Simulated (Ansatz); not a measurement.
Computed with Ansatz on PBE0-D4/def2-TZVP structures; ΔE is electronic, products minus reactants. CCSD(T)/CBS is the MP2 limit (def2-TZVPP, def2-QZVPP) plus CCSD(T) − MP2 in def2-TZVPP, frozen cores. This one scheme is used for every species. Functionals use def2-TZVPP. B3LYP here is the variant with VWN-RPA as its local correlation; programs differ in this. def2 core potentials past Kr. For As, Te outer-core shells are correlated without core-valence functions, which leaves a few kJ/mol of doubt a bond. Scalar relativity is left out up to krypton. Each species was taken in one conformer, which may not be the lowest.

Consider the formal exchange of groups at a Te–As bond: `N[AsH][TeH]` + `C[SiH3]` → `C[SiH2][TeH]` + `N[AsH2]`.

`N[AsH][TeH]`:

```xyz
7

N    -0.591   -0.643   -1.133
As   -1.130    0.253    0.382
Te    0.814    0.033    2.117
H    -0.740   -1.640   -1.046
H     0.366   -0.478   -1.414
H    -0.634    1.604   -0.108
H     1.915    0.871    1.201
```

`C[SiH3]`:

Cartesian coordinates in Å:
```
C -0.746 -0.046 0.645
Si 0.668 0.041 -0.577
H -0.412 0.232 1.646
H -1.155 -1.058 0.692
H -1.552 0.632 0.354
H 1.225 1.420 -0.638
H 0.209 -0.336 -1.941
H 1.763 -0.886 -0.181
```

`C[SiH2][TeH]`:

Z-matrix (Å, degrees):
```
C
Si 1 1.867
H 1 1.091 2 110.6
H 1 1.094 2 110.3 3 120.3
H 1 1.092 2 110.6 3 -119.9
Te 2 2.500 1 112.6 3 58.0
H 2 1.486 1 110.5 3 -178.9
H 2 1.487 1 111.4 3 -57.8
H 6 1.658 2 91.7 1 64.0
```

`N[AsH2]`:

```xyz
6

N    -0.390   -0.417    0.768
As    0.802   -0.258   -0.642
H    -1.027    0.360    0.875
H    -0.926   -1.270    0.684
H     1.535    0.953   -0.077
H     0.005    0.632   -1.608
```

| level | ΔE (eV) |
| --- | --- |
| B3LYP-D4 | 0.13 |
| B3LYP | 0.13 |
| MP2/def2-TZVPP | 0.00 |
| SCS-MP2/def2-TZVPP | 0.02 |

Problem. What does CCSD(T)/CBS give? (Best estimate.)

Solution. The calculation gave: +0.02 eV. The listed levels differ from it by 0.11, 0.11, -0.02, 0.00 eV.

Largest T1 diagnostic among the species: 0.012.

From PBE to PBE0 (25 % exact exchange), in def2-TZVPP and without D4, ΔE moves by −0.07 eV. Leaving LDA and LC-ωPBE aside and taking each functional with its dispersion term where it has one, the values, not all of them listed here, spread over 0.20 eV, from PBE-QIDH to BLYP-D4. LDA lies −0.04 eV from PBE without D4.
